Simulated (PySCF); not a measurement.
## Sb (antimony, neutral) across methods

[Kr] 4d10 5s1 5p3 6s1, high-spin 6S determinant (an excited configuration). All numbers are calculated (PySCF 2.14, a scalar-relativistic core potential, in aug-cc-pVDZ-PP with ECP28MDF (5s4p3d, 32 functions)).

```
 method  E (hartree)  mean ε 5s α (eV)  mean ε 5p α (eV)  mean ε 6s α (eV)  Σ⟨r²⟩ (bohr²)   ⟨S²⟩
r2SCAN0    -239.8541           -20.326           -10.369            -2.126          83.35  8.753
    PBE    -239.7569           -17.663            -8.825            -1.741          83.13  8.751
   BLYP    -239.6978           -17.344            -8.480            -1.529          83.24  8.751
    UHF   -238.91234           -24.911           -13.010            -2.977          84.77  8.753
    M06    -239.7998           -19.023            -9.687            -1.905          83.69  8.751
  M06-L    -239.9039           -17.800            -8.787            -1.725          84.06  8.753
 r2SCAN    -239.8729           -18.581            -9.335            -1.747          83.39  8.753
    LDA    -239.3749           -17.843            -8.914            -1.893          82.83  8.751
```

**Question.** Estimate the same row for PBE0.

**Answer.** E (hartree) = -239.7838; mean ε 5s α (eV) = -19.667; mean ε 5p α (eV) = -10.014; mean ε 6s α (eV) = -2.125; Σ⟨r²⟩ (bohr²) = 83.36; ⟨S²⟩ = 8.752.

Energies and moments cover only the electrons outside the core potential. The outer electron is Rydberg-like, and this basis confines it to a smaller radius and binds it less than a complete one would.
